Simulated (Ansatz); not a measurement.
Ansatz (an electronic-structure program) input:

Ansatz 0.2 input:
```yaml
crystal:
  periodic: [false, false, false]
  atoms:
    - {symbol: B, position_ang: [0.07708449, 0.01202927, -0.00533162]}
    - {symbol: F, position_ang: [0.72401766, 1.16669685, -0.09943622]}
    - {symbol: F, position_ang: [0.83621914, -1.07777976, -0.01165983]}
    - {symbol: C, position_ang: [-1.47360481, -0.07947561, 0.10486125]}
    - {symbol: H, position_ang: [-1.95512297, 0.89694856, 0.10822970]}
    - {symbol: H, position_ang: [-1.75589327, -0.61467533, 1.01563107]}
    - {symbol: H, position_ang: [-1.87490852, -0.66581963, -0.72650568]}
basis:
  gaussian:
    orbitals: def2-TZVPD
hamiltonian:
  xc: {name: wB97M-V}
total_charge: 1
magnetization: {spin_polarized: true, initial_magnetization: 1}
```

Question: Which total energy does the run end on?

Answer: -264.13504 Eh (wB97M-V/def2-TZVPD). The basis has 181 functions.

This state (charge 1, doublet) is run at the relaxed geometry of the species with charge 0 and multiplicity 1.
